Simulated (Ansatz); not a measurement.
[AlBr6]3- (AlBr6³⁻). The state is a singlet with charge -3. Geometry r2SCAN-D4/def2-SVPD.

Cartesian coordinates in Å:
```
Al 0.0003 0.0003 -0.0002
Br 2.4043 -0.6579 0.7581
Br -2.4042 0.6576 -0.7579
Br -0.6256 -2.5205 -0.2032
Br 0.6253 2.5207 0.2035
Br 0.7844 0.0055 -2.4833
Br -0.7846 -0.0057 2.4831
```

A multiply charged anion in the gas phase is held together partly by the finite basis. At PBE-D4/def2-SVP, PBE-D4/def2-SVPD, BLYP-D4/def2-SVP, B97M-V/def2-SVP and others the highest occupied level of the charge -3 singlet lies above zero (up to 6.47 eV). The electron is either unbound and held by the finite basis, or the level is raised by self-interaction error.

Estimate the orbital energies around the gap (eV) in Ansatz with PBE-D4/def2-SVP, PBE-D4/def2-SVPD, BLYP-D4/def2-SVP, B97M-V/def2-SVP, PBE0-D4/def2-SVP.


```json
{"orbital": "HOMO−13", "PBE-D4/def2-SVP": "4.84", "PBE-D4/def2-SVPD": "3.44", "BLYP-D4/def2-SVP": "5.16", "B97M-V/def2-SVP": "4.35", "PBE0-D4/def2-SVP": "3.35"}
{"orbital": "HOMO−12", "PBE-D4/def2-SVP": "4.84", "PBE-D4/def2-SVPD": "3.44", "BLYP-D4/def2-SVP": "5.16", "B97M-V/def2-SVP": "4.35", "PBE0-D4/def2-SVP": "3.35"}
{"orbital": "HOMO−11", "PBE-D4/def2-SVP": "4.84", "PBE-D4/def2-SVPD": "3.44", "BLYP-D4/def2-SVP": "5.16", "B97M-V/def2-SVP": "4.35", "PBE0-D4/def2-SVP": "3.35"}
{"orbital": "HOMO−10", "PBE-D4/def2-SVP": "5.16", "PBE-D4/def2-SVPD": "3.74", "BLYP-D4/def2-SVP": "5.46", "B97M-V/def2-SVP": "4.64", "PBE0-D4/def2-SVP": "3.86"}
{"orbital": "HOMO−9", "PBE-D4/def2-SVP": "5.17", "PBE-D4/def2-SVPD": "3.74", "BLYP-D4/def2-SVP": "5.47", "B97M-V/def2-SVP": "4.64", "PBE0-D4/def2-SVP": "3.86"}
{"orbital": "HOMO−8", "PBE-D4/def2-SVP": "5.68", "PBE-D4/def2-SVPD": "4.29", "BLYP-D4/def2-SVP": "5.99", "B97M-V/def2-SVP": "5.18", "PBE0-D4/def2-SVP": "4.26"}
{"orbital": "HOMO−7", "PBE-D4/def2-SVP": "5.68", "PBE-D4/def2-SVPD": "4.29", "BLYP-D4/def2-SVP": "5.99", "B97M-V/def2-SVP": "5.18", "PBE0-D4/def2-SVP": "4.26"}
{"orbital": "HOMO−6", "PBE-D4/def2-SVP": "5.68", "PBE-D4/def2-SVPD": "4.29", "BLYP-D4/def2-SVP": "5.99", "B97M-V/def2-SVP": "5.18", "PBE0-D4/def2-SVP": "4.26"}
{"orbital": "HOMO−5", "PBE-D4/def2-SVP": "5.72", "PBE-D4/def2-SVPD": "4.30", "BLYP-D4/def2-SVP": "6.02", "B97M-V/def2-SVP": "5.21", "PBE0-D4/def2-SVP": "4.34"}
{"orbital": "HOMO−4", "PBE-D4/def2-SVP": "5.72", "PBE-D4/def2-SVPD": "4.30", "BLYP-D4/def2-SVP": "6.02", "B97M-V/def2-SVP": "5.21", "PBE0-D4/def2-SVP": "4.34"}
{"orbital": "HOMO−3", "PBE-D4/def2-SVP": "5.72", "PBE-D4/def2-SVPD": "4.30", "BLYP-D4/def2-SVP": "6.02", "B97M-V/def2-SVP": "5.21", "PBE0-D4/def2-SVP": "4.34"}
{"orbital": "HOMO−2", "PBE-D4/def2-SVP": "6.17", "PBE-D4/def2-SVPD": "4.79", "BLYP-D4/def2-SVP": "6.47", "B97M-V/def2-SVP": "5.66", "PBE0-D4/def2-SVP": "4.79"}
{"orbital": "HOMO−1", "PBE-D4/def2-SVP": "6.17", "PBE-D4/def2-SVPD": "4.79", "BLYP-D4/def2-SVP": "6.47", "B97M-V/def2-SVP": "5.66", "PBE0-D4/def2-SVP": "4.79"}
{"orbital": "HOMO", "PBE-D4/def2-SVP": "6.17", "PBE-D4/def2-SVPD": "4.79", "BLYP-D4/def2-SVP": "6.47", "B97M-V/def2-SVP": "5.66", "PBE0-D4/def2-SVP": "4.79"}
{"orbital": "LUMO", "PBE-D4/def2-SVP": "10.12", "PBE-D4/def2-SVPD": "7.42", "BLYP-D4/def2-SVP": "10.33", "B97M-V/def2-SVP": "10.36", "PBE0-D4/def2-SVP": "10.80"}
{"orbital": "LUMO+1", "PBE-D4/def2-SVP": "13.47", "PBE-D4/def2-SVPD": "8.10", "BLYP-D4/def2-SVP": "13.82", "B97M-V/def2-SVP": "13.97", "PBE0-D4/def2-SVP": "14.27"}
{"orbital": "LUMO+2", "PBE-D4/def2-SVP": "13.47", "PBE-D4/def2-SVPD": "8.10", "BLYP-D4/def2-SVP": "13.82", "B97M-V/def2-SVP": "13.97", "PBE0-D4/def2-SVP": "14.28"}
{"orbital": "LUMO+3", "PBE-D4/def2-SVP": "13.47", "PBE-D4/def2-SVPD": "8.10", "BLYP-D4/def2-SVP": "13.82", "B97M-V/def2-SVP": "13.98", "PBE0-D4/def2-SVP": "14.28"}
{"orbital": "LUMO+4", "PBE-D4/def2-SVP": "14.60", "PBE-D4/def2-SVPD": "8.25", "BLYP-D4/def2-SVP": "14.83", "B97M-V/def2-SVP": "15.02", "PBE0-D4/def2-SVP": "15.35"}
{"orbital": "LUMO+5", "PBE-D4/def2-SVP": "18.63", "PBE-D4/def2-SVPD": "8.25", "BLYP-D4/def2-SVP": "18.86", "B97M-V/def2-SVP": "19.17", "PBE0-D4/def2-SVP": "19.63"}
```
